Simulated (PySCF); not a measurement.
Several orderings of computed values.

Species are written as SMILES; each is one conformer at its optimised geometry, gas phase, non-relativistic unless stated. Electronic properties by PySCF.

Dipoles, sizes and rotational constants follow the conformer. The torsions of the flexible species, by atom-mapped SMILES:
- `[CH2:1]=[CH:2][O:3]/[CH:4]=[CH:5]\[CH:6]([Cl:7])[Cl:8]`: C1–C2–O3–C4 180°, C2–O3–C4–C5 180°, C4–C5–C6–Cl7 -120°
- `[CH3:1][c:2]1[cH:3][p:4][cH:5][c:6]([CH:7]=[O:8])[p:9]1`: C5–C6–C7–O8 0°
- `[CH:1]#[C:2][C:3](=[CH2:4])[S@@:5]([CH3:6])=[O:7]`: C2–C3–S5–C6 70°
- `[O:1]=[CH:2][C@@H:3]1[CH2:4][CH:5]=[CH:6][S:7]1`: O1–C2–C3–C4 4°
- `[CH3:1][SiH2:2][PH:3][SiH2:4][S:5][CH3:6]`: C1–Si2–P3–Si4 -163°, Si2–P3–Si4–S5 167°, P3–Si4–S5–C6 45°
- `[CH3:1][CH2:2][C:3]([F:4])([F:5])[C:6](=[O:7])[F:8]`: C1–C2–C3–F4 180°, C2–C3–C6–O7 109°
- `[Cl:1][CH:2]([Cl:3])[C@H:4]1[CH:5]=[CH:6][CH2:7][O:8]1`: Cl1–C2–C4–C5 -48°

(1) Rank by dipole moment, highest first (B3LYP/def2-SVPD at GFN2-xTB geometries).
A. `C#CC(=C)[S@@](C)=O`
B. `C=CO/C=C\C(Cl)Cl`
C. `CC1=PC(C=O)=CP=C1`
D. `C#C[C@@H]1CC[S@@]1=O`

(2) Give the two extremes of that set in atomic units.

(3) Rank by smallest rotational constant, highest first (GFN2-xTB).
A. `c1(C)pc(C=O)cpc1`
B. `C[SiH2]P[SiH2]SC`
C. `C#C[C@@H]1CC[S@@]1=O`
D. `O=C[C@@H]1CC=CS1`
E. `C[C@@H]1C[P+]1(C)C`
F. `C#CC(=C)[S@@](C)=O`

(4) Rank by lowest singlet excitation, highest first (TDDFT B3LYP/def2-SVPD at GFN2-xTB geometries).
A. `O=C[C@@H]1CC=CS1`
B. `CCC(F)(F)C(=O)F`
C. `C#C[C@@H]1CC[S@@]1=O`
D. `C=CO/C=C\C(Cl)Cl`
E. `C#CC(=C)[S@@](C)=O`
F. `C[C@@H]1C[P+]1(C)C`
G. `[NH3+][C@H]1C[C@@H](F)C1`
H. `Cc1cpcc(C=O)p1`

(5) Rank by electronic spatial extent ⟨r²⟩ about the centre of nuclear charge, highest first (B3LYP/def2-SVPD at GFN2-xTB geometries).
A. `ClC(Cl)[C@H]1C=CCO1`
B. `C=C(C#C)[S@](=O)C`
C. `C=CO/C=C\C(Cl)Cl`
D. `[C@@H]1(SC=CC1)C=O`
E. `CCC(F)(F)C(=O)F`
F. `C1[C@H]([NH3+])C[C@@H]1F`

(6) By how much do the two ends of that ranking differ?

(7) Rank by lowest triplet excitation (Tamm–Dancoff), lowest first (TDA B3LYP/def2-SVPD at GFN2-xTB geometries).
A. `C[SiH2]P[SiH2]SC`
B. `C#CC(=C)[S@@](C)=O`
C. `C#C[C@@H]1CC[S@@]1=O`
D. `[NH3+][C@H]1C[C@@H](F)C1`
E. `O=C[C@@H]1CC=CS1`
F. `C([C@H]1C=CCO1)(Cl)Cl`
G. `C=CO/C=C\C(Cl)Cl`

(8) Rank by static isotropic polarisability, highest first (B3LYP/def2-SVPD at GFN2-xTB geometries).
A. `C#C[C@@H]1CC[S@@]1=O`
B. `C[SiH2]P[SiH2]SC`
C. `C=CO/C=C\C(Cl)Cl`
D. `Cc1cpcc(C=O)p1`

Results:

(1) C (4.10 D), D (3.76 D), B (3.60 D), A (3.41 D).

(2) `C#CC(=C)[S@@](C)=O`: 1.34 au; `Cc1cpcc(C=O)p1`: 1.61 au.

(3) E (1.802 GHz), D (1.668 GHz), C (1.609 GHz), F (1.369 GHz), A (0.638 GHz), B (0.540 GHz).

(4) G (7.66 eV), F (7.43 eV), B (5.71 eV), D (5.36 eV), C (4.82 eV), E (4.36 eV), A (3.77 eV), H (3.21 eV).

(5) C (1944 bohr²), A (1282 bohr²), B (902 bohr²), E (856 bohr²), D (785 bohr²), F (505 bohr²).

(6) By 1439 bohr², between `C=CO/C=C\C(Cl)Cl` and `[NH3+][C@H]1C[C@@H](F)C1`.

(7) E (3.31 eV), B (3.47 eV), G (3.87 eV), C (4.11 eV), F (4.39 eV), A (4.78 eV), D (7.61 eV).

(8) B (132.7 au), D (126.8 au), C (102.7 au), A (80.3 au).
